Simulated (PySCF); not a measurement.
Al(OH)2 (AlH2O2), SMILES [OH][Al+][OH], charge +1.

Geometry optimised at B3LYP-D3(BJ)/def2-TZVP. The multiplicity is an assumed one; other spin states were not compared. The isomer is the one that the SMILES or the coordinates give; other isomers of the formula were not compared. One conformer was computed; it need not be the lowest.

Level of theory: PySCF 2.14.0 with C-PCM-ωB97X/def2-SVP.

The values are the electrostatic part of the solvation free energy, E(continuum) − E(gas) at the gas-phase geometry, in a cavity of scaled van der Waals radii (PySCF's table); cavitation and dispersion terms are not included. A continuum can't describe solvent molecules that bind to the metal. In vacuum the orbital gap is 12.39 eV.

| solvent | ε | ΔG(elec) (kcal/mol) | gap (eV) |
|---|---|---|---|
| water | 78.36 | ? | ? |
| dichloromethane | 8.93 | -63.7 | 12.63 |
| acetone | 20.49 | -68.3 | 12.65 |

### Question
Fill in the missing entries. (Estimate from the structure and the level; the computed values follow.)

### Answer

- water, ΔG(elec) (kcal/mol): -70.9
- water, gap (eV): 12.66
